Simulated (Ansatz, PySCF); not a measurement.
C₂H₅FO₂Si, SMILES O=CC[Si@H](O)F. Atoms are numbered in the order given.

```xyz
11

O      1.3179    -0.9046    -1.3731
C      1.7184    -0.2994    -0.4002
C      0.9546    -0.2065     0.8921
Si    -0.8643     0.2137     0.5608
O     -1.4060    -0.8009    -0.6113
F     -0.9006     1.7663     0.0735
H      2.6991     0.2356    -0.4448
H      1.4385     0.4799     1.6029
H      0.9410    -1.2138     1.3490
H     -1.7170     0.1102     1.7613
H     -0.6864    -1.0833    -1.2063
```

Geometry optimised at B3LYP-D3(BJ)/def2-SVP. The structure was generated by enumeration; whether it is a known compound was not checked. The values are those of a single conformer.

Two levels are set side by side: PBE-D3(BJ)/def2-SVP (Ansatz, a first-principles code) and B3LYP-D3(BJ)/def2-SVP (Ansatz). Each level has its own optimised geometry; the coordinates shown are those of the second. Frequencies come from the Hessian of PySCF at each geometry. Differences are taken from unrounded values.

| quantity | B3LYP-D3(BJ) |
|---|---|
| mean bond length (Å) | 1.366 |
| bond O1–C2 (Å) | 1.214 |
| bond C2–C3 (Å) | 1.504 |
| bond C3–Si4 (Å) | 1.896 |
| bond Si4–O5 (Å) | 1.642 |
| bond Si4–F6 (Å) | 1.628 |
| bond C2–H7 (Å) | 1.118 |
| bond C3–H8 (Å) | 1.100 |
| bond C3–H9 (Å) | 1.106 |
| bond Si4–H10 (Å) | 1.476 |
| bond O5–H11 (Å) | 0.975 |
| highest harmonic wavenumber (cm⁻¹) | 3685 |
| mean harmonic wavenumber (cm⁻¹) | 1195 |
| zero-point energy (kcal/mol) | 46.12 |

Problem. What does PBE-D3(BJ) give, and how far is it from B3LYP-D3(BJ)? (An estimate is asked for; the answer gives what the named calculation found.)

Solution. 
```json
[
 {"quantity": "mean bond length (Å)", "PBE-D3(BJ)": "1.376", "PBE-D3(BJ) minus B3LYP-D3(BJ)": "0.010"},
 {"quantity": "bond O1–C2 (Å)", "PBE-D3(BJ)": "1.226", "PBE-D3(BJ) minus B3LYP-D3(BJ)": "0.012"},
 {"quantity": "bond C2–C3 (Å)", "PBE-D3(BJ)": "1.502", "PBE-D3(BJ) minus B3LYP-D3(BJ)": "-0.002"},
 {"quantity": "bond C3–Si4 (Å)", "PBE-D3(BJ)": "1.908", "PBE-D3(BJ) minus B3LYP-D3(BJ)": "0.012"},
 {"quantity": "bond Si4–O5 (Å)", "PBE-D3(BJ)": "1.654", "PBE-D3(BJ) minus B3LYP-D3(BJ)": "0.012"},
 {"quantity": "bond Si4–F6 (Å)", "PBE-D3(BJ)": "1.639", "PBE-D3(BJ) minus B3LYP-D3(BJ)": "0.011"},
 {"quantity": "bond C2–H7 (Å)", "PBE-D3(BJ)": "1.128", "PBE-D3(BJ) minus B3LYP-D3(BJ)": "0.010"},
 {"quantity": "bond C3–H8 (Å)", "PBE-D3(BJ)": "1.107", "PBE-D3(BJ) minus B3LYP-D3(BJ)": "0.007"},
 {"quantity": "bond C3–H9 (Å)", "PBE-D3(BJ)": "1.113", "PBE-D3(BJ) minus B3LYP-D3(BJ)": "0.007"},
 {"quantity": "bond Si4–H10 (Å)", "PBE-D3(BJ)": "1.491", "PBE-D3(BJ) minus B3LYP-D3(BJ)": "0.014"},
 {"quantity": "bond O5–H11 (Å)", "PBE-D3(BJ)": "0.989", "PBE-D3(BJ) minus B3LYP-D3(BJ)": "0.014"},
 {"quantity": "highest harmonic wavenumber (cm⁻¹)", "PBE-D3(BJ)": "3478", "PBE-D3(BJ) minus B3LYP-D3(BJ)": "-207"},
 {"quantity": "mean harmonic wavenumber (cm⁻¹)", "PBE-D3(BJ)": "1161", "PBE-D3(BJ) minus B3LYP-D3(BJ)": "-34"},
 {"quantity": "zero-point energy (kcal/mol)", "PBE-D3(BJ)": "44.81", "PBE-D3(BJ) minus B3LYP-D3(BJ)": "-1.31"}
]
```

Exact exchange shortens and stiffens bonds; PBE has none. Differences between two approximate levels are no errors against the true value.
